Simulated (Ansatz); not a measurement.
`[SiH3]C1=C[SiH2]1` + `C#C[SeH]` → `C#C[Se][SiH3]` + `C1=C[SiH2]1` at 700 K and 1 bar (ligand exchange at the Si–C bond).

Computed with Ansatz on PBE0-D4/def2-TZVP structures; ΔE is electronic, products minus reactants. CBS: MP2 limit from def2 TZ/QZ plus the TZ coupled-cluster correction, frozen cores. For Se outer-core shells are correlated without core-valence functions, which leaves a few kJ/mol of doubt a bond. Scalar relativity is left out up to krypton. Each species was taken in one conformer, which may not be the lowest.

| species | CCSD(T)/CBS energy (Eh) | H − E (kJ/mol) | S (J/(mol·K)) |
| --- | --- | --- | --- |
| `[SiH3]C1=C[SiH2]1` | -657.79504 | 237.7 | 436.9 |
| `C#C[SeH]` | -2477.92583 | 111.2 | 338.2 |
| `C#C[Se][SiH3]` | -2768.23066 | 183.7 | 435.5 |
| `C1=C[SiH2]1` | -367.50726 | 170.7 | 330.3 |

H − E and S are ideal-gas, rigid-rotor, harmonic terms from PBE0-D4/def2-TZVP, for one conformer and one mirror image of each species. 1 Eh = 2625.50 kJ/mol, R = 8.31446 J/(mol·K).

By hand: ΔE, ΔH, ΔS and ΔG.

ΔE = (-2768.23066) + (-367.50726) − (-657.79504) − (-2477.92583) = -0.01705 Eh = -44.8 kJ/mol. Δ(H − E) = 183.7 + 170.7 − 237.7 − 111.2 = 5.5, so ΔH = -39.3 kJ/mol. ΔS = 435.5 + 330.3 − 436.9 − 338.2 = -9.3 J/(mol·K). ΔG = -39.3 − 700 × (-9.3)/1000 = -32.8 kJ/mol.

By hand: the equilibrium constant, and the temperature at which ΔG would vanish if ΔH and ΔS stayed fixed.

log₁₀ K = −ΔG/(RT ln 10) = 2.4. ΔG = 0 at ΔH/ΔS = 4226 K, far beyond where these terms or the molecules hold.

The number of gas molecules stays the same, so ΔS is small and ΔH decides. A doubt of 5 kJ/mol in ΔE shifts log₁₀ K by 0.4 here. Other conformers and mirror images would add mixing entropy, several J/(mol·K) or more a flexible species. These are equilibria of isolated gas molecules and say nothing of rates. Largest T1 diagnostic: 0.013 (customary marks: 0.02 for closed shells, 0.045 for open ones).
